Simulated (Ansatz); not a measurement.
H₃Au₃⁺. Total charge 1; quartet. Geometry PBE0-D4/def2-TZVP; atoms count from 1.

```xyz
6

Au    0.680   -0.913    2.030
Au    0.309    0.394   -0.341
Au   -1.540    1.854   -2.886
H    -0.644    1.100   -1.571
H    -0.380   -2.090    2.144
H     1.575   -0.345    0.623
```

In the def2 sets Au takes a core potential; there is no spin–orbit coupling. At PBE0-D4/def2-TZVP a doublet of charge 1 lies 2.79 eV below the quartet, each at its own geometry. The structure comes from a short search, and lower isomers may exist.

Q: Estimate the Mulliken populations from the PBE0/def2-TZVP orbitals of Ansatz.

A: 
```tsv
atom	charge (e)	spin (α − β)	d electrons
Au1	0.60	0.38	9.49
Au2	0.12	0.40	9.69
Au3	0.49	1.36	9.45
H4	-0.15	0.23	–
H5	0.01	0.40	–
H6	-0.08	0.22	–
```
Mulliken values depend strongly on the basis.

Q: Where does the spin sit?

A: Summed by element: Au 2.15, H 0.85, of 3 unpaired in all. Largest on single atoms: Au3 1.36, Au2 0.40, H5 0.40.

Q: And the Mayer bond orders between heavy atoms (over 0.3)?

A: Au1–Au2 0.44 (2.73 Å).
